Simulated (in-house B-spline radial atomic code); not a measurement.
Values are calculated unless marked as measured or tabulated.
# Weak and strong correlation along the adiabatic connection

Two-electron singlets in several external potentials (atomic units), by full CI in B-splines with partial waves to l = 8 (correlation energies up to 0.6 % small). The repulsion is scaled by λ at fixed density; W(λ) is the mean repulsion less the Hartree energy, W(0) = E_x, and the area under W from 0 to 1 is E_xc.

Relative drop (W(λ) − E_x)/E_x:

```tsv
system	λ = 0.12	λ = 0.25	λ = 0.4	λ = 0.6	λ = 0.8	λ = 1
−V exp(−r²/w²), V = 1.57, w = 10.6	0.0410	0.0769	0.1101	0.1443	0.1706	0.1914
ω²r²/2, ω = 2.44	0.0098	0.0199	0.0310	0.0448	0.0576	0.0695
−Z/r, Z = 1.2	0.0233	0.0459	0.0689	0.0954	0.1181	0.1376
ω²r²/2 − Z/r, ω = 0.69, Z = 3	0.0065	0.0133	0.0208	0.0305	0.0396	0.0484
ω²r²/2 − Z/r, ω = 0.0142, Z = 1.5	0.0162	0.0324	0.0495	0.0701	0.0885	0.1049
−Z/r, Z = 1.02	0.0344	0.0657	0.0958	0.1285	0.1548	0.1765
−Z/r, Z = 6, wall at 0.5 bohr	0.0024	0.0050	0.0079	0.0118	0.0155	0.0192
```

Problem. Order the systems by how far second-order (GL2) theory, half the initial slope (estimated from the first points of each curve), overshoots the correlation energy, least first.
A. −Z/r, Z = 1.02
B. ω²r²/2 − Z/r, ω = 0.69, Z = 3
C. −Z/r, Z = 1.2
D. ω²r²/2 − Z/r, ω = 0.0142, Z = 1.5
E. −Z/r, Z = 6, wall at 0.5 bohr
F. ω²r²/2, ω = 2.44
G. −V exp(−r²/w²), V = 1.57, w = 10.6

Solution. E (GL2/E_c = 1.03), B (GL2/E_c = 1.09), F (GL2/E_c = 1.13), D (GL2/E_c = 1.22), C (GL2/E_c = 1.32), A (GL2/E_c = 1.48), G (GL2/E_c = 1.61).

Problem. What else changes along this order?

Solution. The ratio follows the bend of the curve. With it the leading natural occupation goes from 1.999 to 1.871 and −T_c/E_c from 0.97 to 0.62 between the first and the last.
